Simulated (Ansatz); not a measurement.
Ideal-gas functions of C₃H₄Se, SMILES `C=C=C[SeH]` at 500 K and 1 bar, from an Ansatz frequency run at PBE0-D4/def2-TZVP.

Molar mass 119.02 g/mol, point group C1 (symmetry number 1), electronic degeneracy 1, moments of inertia 19.934, 255.212, 270.144 u Å². Harmonic wavenumbers (cm⁻¹, unscaled): 118, 157, 329, 435, 522, 685, 829, 862, 884, 1009, 1112, 1251, 1457, 2062, 2430, 3141, 3192, 3219.

Use S(trans) = R[1.5 ln M + 2.5 ln T − 1.1517]; rotational temperatures θ = 24.2544 K / I; S(rot) = R[ln(√π/σ · √(T³/θAθBθC)) + 1.5]; for each mode x = 1.438777 ν̃/T, S = R[x/(eˣ − 1) − ln(1 − e⁻ˣ)] and H = RT x/(eˣ − 1); 1 cm⁻¹ = 0.0119627 kJ/mol; R = 8.31446 J/(mol·K).

Task: By hand: the entropy, in J/(mol·K).

Result: Translation 179.2. Rotation: θ = 1.2167, 0.095, 0.0898 K, giving 113.7. Vibration, mode by mode: 17.33, 14.99, 9.07, 6.97, 5.67, 3.90, 2.81, 2.61, 2.48, 1.87, 1.48, 1.07, 0.66, 0.15, 0.06, 0.01, 0.01, 0.01, in all 71.2. Electronic 0.0. Sum 364.1 J/(mol·K).

Task: By hand: H − E and G − E in kJ/mol, counted from the electronic energy.

Result: Zero-point energy ½ × 23694 × 0.0119627 = 141.7; thermal vibration 19.4; translation, rotation and pV give 4 RT = 16.6. H − E = 177.7 kJ/mol, and G − E = 177.7 − 500 × 364.1/1000 = -4.4 kJ/mol.

Vibration gives 20 % of the entropy, 17.3 J/(mol·K) of it from the mode under 150 cm⁻¹: soft modes count most, and the harmonic formula is weakest for them. The sum counts one conformer and one mirror image; others add a mixing term.
